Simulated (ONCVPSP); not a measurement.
# An all-electron radial function and its pseudo partner (oxygen)

Columns: radius, all-electron u(r) and pseudo u(r) of the 2p shell (level -8.97 eV) of oxygen in the configuration [He] 2s2 2p4; revPBE, scalar-relativistic, ONCV scheme, ONCVPSP 4.0.1.

```tsv
r (bohr)	all-electron	pseudo
0.053	0.0347	0.0127
0.105	0.1116	0.0484
0.158	0.2088	0.1055
0.210	0.3086	0.1777
0.262	0.4047	0.2612
0.315	0.4942	0.3539
0.368	0.5731	0.4505
0.420	0.6398	0.5459
0.473	0.6971	0.6403
0.525	0.7431	0.7261
0.578	0.7801	0.8022
0.630	0.8074	0.8605
0.683	0.8271	0.8997
0.735	0.8393	0.9166
0.788	0.8454	0.9138
0.840	0.8461	0.8962
0.893	0.8423	0.8708
0.945	0.8348	0.8460
0.998	0.8239	0.8258
1.050	0.8107	0.8108
1.102	0.7955	0.7955
1.155	0.7783	0.7783
1.208	0.7598	0.7598
1.260	0.7407	0.7407
1.313	0.7205	0.7205
1.365	0.7002	0.7002
```

(1) How many radial nodes do the two functions have?

(2) At about which radius was the pseudo-wave matched?

(3) Is the pseudo-wave norm-conserving?

Answers

(1) The all-electron 2p function has n − l − 1 = 0; the pseudo-wave has 0.

(2) 1.05 bohr, where the columns begin to agree (steps of 0.05 bohr).

(3) Yes: the ONCV scheme keeps the norm inside the radius equal to the all-electron one, which fixes the energy derivative of the logarithmic derivative at the level.
